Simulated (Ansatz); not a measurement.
System: C₂H₇Si, charge 0, multiplicity 2. It need not be the lowest isomer of its formula. 
Coordinates optimised at B3LYP-D3(BJ)/def2-TZVP (Ansatz, a program for electronic structure):
```
C
H 1 1.0940
H 1 1.0940 2 107.69
C 1 1.4754 2 112.03 3 123.64
H 4 1.0808 1 120.72 2 -155.69
H 4 1.0808 5 117.79 1 170.08
Si 1 1.9041 2 107.11 3 -114.92
H 7 1.4816 1 109.67 2 -62.55
H 7 1.4816 8 108.94 1 120.04
H 7 1.4863 8 108.84 9 118.55
```
Charge 0, spin multiplicity 2.

Quantity: atomisation energy (electronic, to ground-state atoms), in kcal/mol. Valence correlation only, unless marked. Open shells are spin-unrestricted. No spin-orbit coupling. No relativistic terms. The coupled-cluster limit lacks core correlation, which all-electron functionals hold. CBS marks a two-point X^-3 extrapolation of the correlation energy; Hartree-Fock from the larger set.

| level | program | atomisation energy (kcal/mol) |
|---|---|---|
| HF/cc-pV(T+d)Z | Ansatz | 628.2 |
| HF/cc-pV(Q+d)Z | Ansatz | 629.7 |
| revPBE-D3(BJ)/def2-TZVPD | Ansatz + dftd3 | 804.2 |
| CAM-B3LYP/def2-TZVPD | Ansatz | 815.8 |

Task: What does CCSD(T)/CBS(aug-cc-pV(T+d)Z,aug-cc-pV(Q+d)Z) (Ansatz) give?

Result: 813.5 kcal/mol, so CAM-B3LYP/def2-TZVPD differs from it by 2.3 kcal/mol.
